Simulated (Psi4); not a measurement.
Method: SAPT0/jun-cc-pVDZ, frozen core run with Psi4.

Psi4 input:

```
molecule {
0 1
C -0.15328684 -0.01286551 0.00043645
Cl 1.63482264 0.13721845 -0.00465300
H -0.44911718 -0.54387002 0.90008758
H -0.45234928 -0.56590428 -0.88475517
H -0.58006934 0.98542136 -0.01111586
--
0 1
Si 1.90098156 -0.63509003 -3.43884320
H 3.23057974 -0.29246573 -2.88547769
H 0.98695445 0.51803780 -3.27672733
H 1.35238327 -1.80496060 -2.71643252
H 2.03400100 -0.96097079 -4.87673791
units angstrom
symmetry c1
no_reorient
no_com
}
set basis jun-cc-pvdz
set scf_type df
set freeze_core true
energy('sapt0')
```

Part of the output:

```
    SAPT Results
  --------------------------------------------------------------------------------------------------------
    Electrostatics                 -3.16216222 [mEh]      -1.98428675 [kcal/mol]      -8.30225576 [kJ/mol]
      Elst10,r                     -3.16216222 [mEh]      -1.98428675 [kcal/mol]      -8.30225576 [kJ/mol]

    Exchange                        5.80423297 [mEh]       3.64221118 [kcal/mol]      15.23901157 [kJ/mol]
      Exch10                        5.80423297 [mEh]       3.64221118 [kcal/mol]      15.23901157 [kJ/mol]
      Exch10(S^2)                   5.78097241 [mEh]       3.62761496 [kcal/mol]      15.17794097 [kJ/mol]

    Induction                      -0.81002617 [mEh]      -0.50829910 [kcal/mol]      -2.12672342 [kJ/mol]
      Ind20,r                      -2.61796787 [mEh]      -1.64279964 [kcal/mol]      -6.87347369 [kJ/mol]
      Exch-Ind20,r                  2.21089714 [mEh]       1.38735890 [kcal/mol]       5.80470964 [kJ/mol]
      delta HF,r (2)               -0.40295544 [mEh]      -0.25285836 [kcal/mol]      -1.05795936 [kJ/mol]

    Dispersion                     -2.68947303 [mEh]      -1.68766980 [kcal/mol]      -7.06121046 [kJ/mol]
      Disp20                       -3.06327377 [mEh]      -1.92223331 [kcal/mol]      -8.04262418 [kJ/mol]
      Exch-Disp20                   0.37380074 [mEh]       0.23456351 [kcal/mol]       0.98141372 [kJ/mol]
      Disp20 (SS)                  -1.53163689 [mEh]      -0.96111666 [kcal/mol]      -4.02131209 [kJ/mol]
      Disp20 (OS)                  -1.53163689 [mEh]      -0.96111666 [kcal/mol]      -4.02131209 [kJ/mol]
      Exch-Disp20 (SS)              0.19524558 [mEh]       0.12251845 [kcal/mol]       0.51261719 [kJ/mol]
      Exch-Disp20 (OS)              0.17855517 [mEh]       0.11204506 [kcal/mol]       0.46879653 [kJ/mol]

  Total HF                          1.83204458 [mEh]       1.14962533 [kcal/mol]       4.81003239 [kJ/mol]
  Total SAPT0                      -0.85742844 [mEh]      -0.53804447 [kcal/mol]      -2.25117807 [kJ/mol]
```
